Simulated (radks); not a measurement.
Species: Sm XLII. Configuration: [Ar] 3d3 (the NIST ground configuration).

All-electron calculation, non-relativistic Kohn-Sham, LDA (Slater exchange, Perdew-Wang correlation), spin-unpolarised, spherical densities, point nucleus; relativity is left out, which matters for an element this heavy. Program: a radial shooting solver on a logarithmic mesh with Libxc functionals.

Energy parts (eV):
total: -236394.00
kinetic: 236339.80
electron-nucleus: -507006.99
Hartree: 38097.08
exchange-correlation: -3823.89

Orbitals (lengths in bohr, moments of r in powers of bohr; r(max) is where P^2 peaks):
orbital	occ.	eigenvalue (eV)	<r^2>	r(max)	<1/r>
1s	2	-46272.99	0.0008017	0.01624	61.42
2s	2	-9156.452	0.01258	0.08876	14.36
2p	6	-8829.070	0.009352	0.06910	14.36
3s	2	-3415.255	0.07308	0.2390	5.774
3p	6	-3283.691	0.06712	0.2250	5.728
3d	3	-3062.509	0.05112	0.1764	5.625

The highest occupied level is 3d at -3062.5 eV. For comparison, the ionisation energy in NIST's Atomic Spectra Database is 3137 eV (theoretical). In exact Kohn-Sham theory the highest level is minus the ionisation energy, but local and semilocal functionals leave it too shallow, through self-interaction and a potential that decays too fast; potentials with the right tail come closer. Summed over all electrons, <r^2> = 0.7851 bohr^2, which gives a Langevin (diamagnetic) susceptibility term of -0.622 x 10^-6 cm^3/mol. The electron density at the nucleus is 1.69e+05 e/bohr^3. The density falls to 0.001 e/bohr^3 at r = 0.74 bohr. Virial ratio -V/T = 2.00023.

Beside tabulated values, note that spin-unpolarised runs miss the spin-polarisation part of the exchange energy of open shells.
